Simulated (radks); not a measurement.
Values are calculated unless marked as measured or tabulated.
Task: Radial electron density D(r) = 4 pi r^2 rho(r) of an atom or ion with 29 electrons. Code: a radial shooting solver on a logarithmic mesh with Libxc functionals. Model: non-relativistic Kohn-Sham, PBE, spin-polarised, spherical densities, point nucleus.

```
   r/bohr * D(r) (the largest magnitude, 39, reaches the edge; | marks zero)
 0.003515 |  *
 0.004651 |    *
 0.006203 |       *
 0.008208 |           *
  0.01095 |                  *
  0.01448 |                          *
  0.01932 |                                   *
  0.02556 |                                           *
  0.03409 |                                                *
  0.04511 |                                               *
  0.06016 |                                          *
  0.07961 |                                      *
   0.1062 |                                           *
   0.1405 |                                                     *
   0.1874 |                                                      *
   0.2479 |                                         *
   0.3307 |                          *
   0.4375 |                         *
   0.5835 |                               *
   0.7721 |                          *
     1.03 |              *
    1.363 |      *
    1.817 |  *
    2.404 | *
    3.207 |*
    4.243 *
    5.659 *
    7.488 *
    9.987 *
    13.21 *
```

What is the nuclear charge?

Result: Z = 29. The innermost maximum, from 1s, lies near 1/Z = 0.0345 bohr (found: 0.0372), and its height grows with Z. The density is that of neutral copper in [Ar] 3d9 4s1 4p1; the configuration itself is not fixed sharply by these data, and Z only to about a unit. D(r) has 3 maxima, at r = 0.0372, 0.168, 0.602 bohr, and minima at 0.0796, 0.379 bohr, inside which lie 2.11, 10.85 electrons.
